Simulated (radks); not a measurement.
Values are calculated unless marked as measured or tabulated.
Fractional charge and spin in the 5d shell of mercury: the spin-up occupation runs from 4 to 5 and the spin-down occupation from 4 to 5; the fullest corner is Hg, [Xe] 4f14 6s2 5d(up 5, down 5). Level of theory: scalar-relativistic Kohn-Sham, PBE, spin-polarised, spherical densities, finite nucleus; Fermi nuclear charge, rms radius of each element as measured or else 0.836 A^(1/3) + 0.57 fm (a radial shooting solver on a logarithmic mesh with Libxc functionals). Energy (eV) above the fullest corner. The planes named below are the two flat planes that join the four corners, with an edge along up + down = one added electron.

down \ up,4,4.25,4.5,4.75,5
4,43.382,35.174,27.779,21.179,15.355
4.25,35.174,27.822,21.264,15.479,10.449
4.5,27.779,21.264,15.521,10.530,6.270
4.75,21.179,15.479,10.530,6.311,2.796
5,15.355,10.449,6.270,2.796,0.000

Corners above the fullest one (they belong to Hg+ and the next ion): (up 5, down 4) 15.355 eV, (up 4, down 5) 15.355 eV, (up 4, down 4) 43.382 eV. With half an added electron in each spin the energy lies 0.166 eV from the planes, and with half an added electron in spin up alone -1.589 eV. The planes are only a guide here: the flat-plane condition holds for ground states with one frontier orbital, while this shell lies below other occupied shells, so the corners above the fullest one are inner-hole states and not the ground states of those ions.
